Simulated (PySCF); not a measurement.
**Two-component Hartree-Fock for Ni¹⁶⁺ (nickel, charge +16)**

Start: [Ne] 3s2. Calculated with PySCF 2.14 in an uncontracted even-tempered set (19 s from 0.48 bohr⁻², ratio 2.6; 13 p from 0.62 bohr⁻², ratio 2.6; 7 d from 0.64 bohr⁻², ratio 2.8; 4 f from 11 bohr⁻², ratio 2.8): generalised Hartree-Fock with the X2C-1e Hamiltonian and a Gaussian nucleus; spin-orbit coupling (SO) screened by Boettger's factors.

```json
{"spinor shell": "1s1/2", "electrons": "2", "ε, screened SO (eV)": "-8974.7", "weight of nominal j (screened SO)": "1.000", "rms radius, screened SO (bohr)": "0.0624"}
{"spinor shell": "2s1/2", "electrons": "2", "ε, screened SO (eV)": "-1596.8", "weight of nominal j (screened SO)": "1.000", "rms radius, screened SO (bohr)": "0.260"}
{"spinor shell": "2p1/2", "electrons": "2", "ε, screened SO (eV)": "-1460.4", "weight of nominal j (screened SO)": "1.000", "rms radius, screened SO (bohr)": "0.232"}
{"spinor shell": "3s1/2", "electrons": "2", "ε, screened SO (eV)": "-567.09", "weight of nominal j (screened SO)": "1.000", "rms radius, screened SO (bohr)": "0.660"}
```

(1) Where does 2p3/2 lie, and what is the 2p spin-orbit splitting (screened SO)?

```json
{"quantity": "E (hartree)", "screened SO": "-1392.98281"}
{"quantity": "M_J", "screened SO": "0"}
{"quantity": "⟨J²⟩", "screened SO": "0.000"}
{"quantity": "⟨L²⟩", "screened SO": "0.001"}
{"quantity": "⟨S²⟩", "screened SO": "0.001"}
```

Results:

(1) At -1442.1 eV, 18.367 eV above 2p1/2.
